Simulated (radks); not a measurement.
Results of a calculation; reference values are marked as such.
Charge is removed step by step from the 3d down level of As, starting from [Ar] 3d(up 5, down 5) 4s2 4p3. Code: a radial shooting solver on a logarithmic mesh with Libxc functionals. Model: scalar-relativistic Kohn-Sham, PBE, spin-polarised, spherical densities, point nucleus; open shells are filled with parallel spins first.

| removed (e) | E - E(0) (eV) | eigenvalue (eV) | E minus straight line (eV) |
|---|---|---|---|
| 0 | 0.000 | -40.114 | 0.000 |
| 0.1 | 4.103 | -41.977 | -0.891 |
| 0.2 | 8.395 | -43.880 | -1.593 |
| 0.3 | 12.879 | -45.820 | -2.103 |
| 0.4 | 17.558 | -47.797 | -2.417 |
| 0.5 | 22.437 | -49.808 | -2.532 |
| 0.6 | 27.519 | -51.853 | -2.444 |
| 0.7 | 32.807 | -53.931 | -2.150 |
| 0.8 | 38.304 | -56.040 | -1.647 |
| 0.9 | 44.013 | -58.180 | -0.931 |
| 1 | 49.938 | -60.350 | 0.000 |

Removing the whole electron costs 49.938 eV by Delta-SCF, against 40.114 eV from minus the eigenvalue at the starting occupation. Slater's transition state (half an electron removed) gives 49.808 eV. Integrating minus the eigenvalue over the occupation (Janak's theorem) gives 49.949 eV. In this scalar-relativistic scheme the density is built from large components alone, so the theorem holds only approximately. The mean slope of the eigenvalue, de/dn, is 20.2 eV per electron.
